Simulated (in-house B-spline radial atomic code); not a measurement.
# The bismuth ion Bi⁴⁺: [Xe] 4f14 5d10 6s1

Method: Dirac-Kohn-Sham B97-1, spherical fractional occupations, Fermi nucleus of rms radius 5.5211 fm. Calculated with a B-spline radial code for spherical atoms.

Z_r = [3n² - l(l+1)]/(2<r>); Z_e = n√(-2ε); the last column is Slater's effective charge. Values are occupation-weighted means over j. An effective charge above Z reflects the relativistic contraction of the inner shells.

```
shell  electrons   ε (eV)  <r> (bohr)    Z_r    Z_e  Slater
   1s          2   -90632      0.0158  94.96  81.62   82.70
   2s          2   -16341     0.06578  91.21  69.31   78.85
   2p          6   -14154     0.05993  83.43  64.51   78.85
   3s          2  -3990.9       0.171  78.95  51.38   71.75
   3p          6  -3353.8      0.1725  72.46  47.10   71.75
   3d         10  -2638.3      0.1575  66.66  41.78   61.85
   4s          2   -955.6       0.377  63.67  33.52   55.25
   4p          6   -743.3      0.4008  57.39  29.57   55.25
   4d         10  -479.85      0.4225  49.71  23.75   43.85
   5s          2  -203.68      0.8334  45.00  19.35   25.35
   4f         14  -199.19       0.441  40.81  15.31   32.45
   5p          6  -142.69      0.9444  38.65  16.19   25.35
   5d         10  -69.518       1.204  28.67  11.30   11.85
   6s          1  -50.495       1.966  27.47  11.56    7.70
```

The least bound orbital is 6s1/2 at -50.5 eV, and it is also the most diffuse (<r> = 1.966 bohr).

Spin-orbit splittings of the orbital energies (j = l + 1/2 above j = l - 1/2 when positive): 2p 2320 eV, 3p 520.6 eV, 3d 110.2 eV, 4p 128.8 eV, 4d 24.11 eV, 4f 5.541 eV, 5p 24.96 eV, 5d 3.152 eV.

For the 1s electron the small component carries 10 % of the norm, the zero-frequency Breit interaction raises the level by 358 eV, self-energy by 233.7 eV, and vacuum polarisation lowers it by 50.63 eV.

The density falls to 0.001 bohr⁻³ at 3.206 bohr; Σ<r²> = 35.832 bohr² gives, by the non-relativistic formula and without the paramagnetism of open shells, a Langevin diamagnetic susceptibility of -28.38×10⁻⁶ cm³/mol.

Caution: exact exchange at fractional occupations of open shells leaves self-interaction of up to several eV.
